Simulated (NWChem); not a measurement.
Molecule: BHSeCl₂; SMILES ClB(Cl)[SeH]

```xyz
5

B      0.0007    -0.5043     0.0000
Cl     1.5380    -1.3430     0.0000
Cl    -1.4881    -1.4258     0.0000
Se     0.0361     1.4252     0.0000
H     -1.4256     1.5836     0.0000
```
Atoms are numbered in this order, from 1.

Computed with NWChem. Pople sets run with spherical d functions. Coordinates come from a PBE0/def2-SVP optimisation. B3LYP is NWChem's, with the RPA form of VWN correlation. Vzz is the largest principal value of the second derivative of the potential at the nucleus (NWChem prints the opposite sign); η is the asymmetry. Non-relativistic.

```csv
level,Vzz B1 (a.u.),η B1,Vzz Cl2 (a.u.),η Cl2,Vzz Cl3 (a.u.),η Cl3,Vzz Se4 (a.u.),η Se4
B3LYP/def2-TZVP,0.276,0.28,2.284,0.47,2.309,0.49,3.460,0.92
B3LYP/6-31G*,?,0.28,?,0.42,?,0.44,?,0.94
CAM-B3LYP/6-31G*,0.259,0.27,2.255,0.41,2.266,0.43,3.377,0.96
CAM-B3LYP/def2-TZVP,0.299,0.27,2.323,0.46,2.348,0.47,3.586,0.93
```

Fill in the missing entries.


- B3LYP/6-31G*, Vzz B1 (a.u.): 0.235
- B3LYP/6-31G*, Vzz Cl2 (a.u.): 2.222
- B3LYP/6-31G*, Vzz Cl3 (a.u.): 2.234
- B3LYP/6-31G*, Vzz Se4 (a.u.): 3.284
